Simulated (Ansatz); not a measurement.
Reaction (ligand exchange at the Si–O bond): `[OH][GeH2][SiH](O)O` + CH₃OH → `CO[SiH](O)[GeH2][OH]` + H₂O

Computed with Ansatz on PBE0-D4/def2-TZVP structures; ΔE is electronic, products minus reactants. CBS: MP2 limit from def2 TZ/QZ plus the TZ coupled-cluster correction, frozen cores. This one scheme is used for every species. DFT in def2-TZVPP. B3LYP here is the variant with VWN-RPA as its local correlation; programs differ in this. For Ge outer-core shells are correlated without core-valence functions, which leaves a few kJ/mol of doubt a bond. Scalar relativity is left out up to krypton. Each species was taken in one conformer, which may not be the lowest.

`[OH][GeH2][SiH](O)O`:

Cartesian coordinates in Å:
```
O 1.881 -0.611 -0.326
Ge 0.196 -1.173 -0.669
Si -0.857 0.537 0.614
O -1.553 1.554 -0.473
O 0.393 1.182 1.454
H 2.565 -1.096 -0.791
H -0.024 -1.165 -2.196
H 0.056 -2.629 -0.170
H -1.869 0.115 1.615
H -2.048 2.304 -0.137
H 1.260 0.982 1.079
```

CH₃OH:

Cartesian coordinates in Å:
```
C 0.208 0.157 0.243
O -0.524 0.037 -0.956
H 0.656 1.151 0.245
H 1.016 -0.581 0.316
H -0.429 0.069 1.132
H -0.926 -0.833 -0.981
```

`CO[SiH](O)[GeH2][OH]`:

Z-matrix (Å, degrees):
```
C
O 1 1.412
H 1 1.094 2 110.9
H 1 1.096 2 111.5 3 -121.2
H 1 1.091 2 108.3 3 119.4
Si 2 1.636 1 123.7 3 76.5
Ge 6 2.382 2 106.2 1 178.3
O 6 1.640 2 114.8 1 -68.7
H 6 1.486 2 108.4 1 50.5
O 7 1.809 6 95.0 2 109.3
H 7 1.545 6 117.7 2 -136.9
H 7 1.543 6 117.6 2 -4.7
H 8 0.965 6 113.8 2 -97.0
H 10 0.959 7 114.5 6 -176.3
```

H₂O:

Z-matrix (Å, degrees):
```
O
H 1 0.960
H 1 0.960 2 105.1
```

Q: Is it downhill or uphill in electronic energy at CCSD(T)/CBS, and by how much? (An estimate is asked.)

A: Computed: Downhill: ΔE = -1.5 kcal/mol.

Q: What do these levels give: PBE-D4, r2SCAN-D4, ωB97X-V, ωB97M-V, B2PLYP, PBE, PBE0, B3LYP, MP2/def2-TZVPP, MP2/def2-QZVPP, HF/CBS(def2), MP2/CBS(def2)? (Best estimate.)

A: Computed: PBE-D4 -0.6, r2SCAN-D4 -0.5, ωB97X-V -0.6, ωB97M-V -0.6, B2PLYP -0.4, PBE 0.2, PBE0 0.1, B3LYP 0.3, MP2/def2-TZVPP -1.4, MP2/def2-QZVPP -1.6, HF/CBS(def2) 0.2, MP2/CBS(def2) -1.7 kcal/mol.

Largest T1 diagnostic among the species: 0.012.

In def2-TZVPP, CCSD(T) changes the Hartree–Fock value by −1.5 kcal/mol (the triples alone add −0.3 kcal/mol) and MP2 by −1.7 kcal/mol. The D4 term adds −1.3 kcal/mol with B3LYP and −0.8 kcal/mol with PBE0; it sums over pairs of atoms, weighted by their polarisabilities, and B3LYP, whose exchange is more repulsive, gets the larger term.
